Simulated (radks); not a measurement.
Excited configurations of Ce3+: one electron is placed in a higher orbital outside [Xe]. The ground configuration is [Xe] 4f1. Method: Dirac Kohn-Sham, BLYP, spin-unpolarised, spherical densities, finite nucleus; open shells fill j = l - 1/2 first; Fermi nuclear charge, rms radius 4.8771 fm; computed with a radial shooting solver on a logarithmic mesh with Libxc functionals. Excitation = E - E(ground); binding = E(ion) - E, where the ion is the core of charge +4; n* = 4/sqrt(2 binding) in atomic units, and the quantum defect is n - n*.

| outer orbital | excitation (eV) | binding (eV) | n* | quantum defect | eigenvalue (eV) | <r> (bohr) |
|---|---|---|---|---|---|---|
| 5d3/2 | 7.228 | 30.479 | 2.673 | 2.327 | -25.525 | 2.248 |
| 6s1/2 | 11.317 | 26.390 | 2.872 | 3.128 | -23.036 | 3.256 |
| 6p1/2 | 15.760 | 21.947 | 3.149 | 2.851 | -19.025 | 3.665 |
| 6f5/2 | 28.249 | 9.458 | 4.798 | 1.202 | -8.138 | 7.337 |
| 7s1/2 | 23.183 | 14.524 | 3.871 | 3.129 | -12.903 | 5.818 |
| 7p1/2 | 24.965 | 12.742 | 4.133 | 2.867 | -11.249 | 6.414 |
| 7d3/2 | 28.044 | 9.663 | 4.746 | 2.254 | -8.455 | 7.995 |
| 7f5/2 | 31.056 | 6.651 | 5.721 | 1.279 | -5.833 | 11.15 |

The Delta-SCF ionisation energy is 37.707 eV (NIST Atomic Spectra Database: 36.91 eV, semi-empirical). Self-interaction in the functional shifts the binding energies and quantum defects, so they are the method's values and not measured ones. Spin polarisation and multiplet splitting are left out, so open shells lie too high by an amount that depends on their filling.

Beside tabulated values, note that spin-unpolarised runs miss the spin-polarisation part of the exchange energy of open shells.
